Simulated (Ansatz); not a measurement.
Born–Oppenheimer molecular dynamics of FH4InO3 (9 atoms, charge 0, multiplicity 1). It starts at the highest image of a converged band, a first-order saddle point between two minima.

Theory: RKS B3LYP-D4/def2-SVP in Ansatz.

```
ensemble                      : NVE (velocity Verlet)
time step                     : 0.5 fs
steps asked                   : 200
starting velocities drawn for : 300 K
seed                          : 7950
```

First frame:

```xyz
9
Properties=species:S:1:pos:R:3
In 0.093 0.365 -0.214
O -0.124 0.054 2.105
H -0.980 -0.176 2.493
O 1.941 -0.175 -0.740
H 1.915 -0.880 -1.403
O -1.650 -0.221 -1.020
H -2.144 -0.799 -0.422
F 0.068 2.152 0.721
H -0.075 1.044 2.104
```

(1) How far do the bonds stretch over the last three quarters of this one trajectory? (Pairs bonded in most of those frames.)

## Answers

(1) 
| bond | mean (Å) | spread (Å) | shortest | longest |
| --- | --- | --- | --- | --- |
| In1–O2 | 2.348 | 0.082 | 2.21 | 2.44 |
| In1–O4 | 2.007 | 0.066 | 1.92 | 2.11 |
| In1–O6 | 2.016 | 0.018 | 1.99 | 2.04 |
| In1–F8 | 2.016 | 0.017 | 1.99 | 2.04 |
| O2–H3 | 0.971 | 0.020 | 0.94 | 1.00 |
| O2–H9 | 0.987 | 0.010 | 0.97 | 1.01 |
| O4–H5 | 0.968 | 0.005 | 0.96 | 0.98 |
| O6–H7 | 0.970 | 0.011 | 0.95 | 0.99 |

Mean temperature of the second half: 168 K. The conserved energy stayed within 0.12 meV per atom of its start (net change 0.012 meV per atom), so the integration is sound. A run of 0.1 ps of so small a system gives no equilibrium averages. The orbitals stay closed-shell, which can raise the energy where a bond breaks towards radicals; this wasn't checked here.

Time of the run: 11 min on 2 threads of Arm Neoverse V1, with other jobs on the host, peak memory 0.23 GiB.
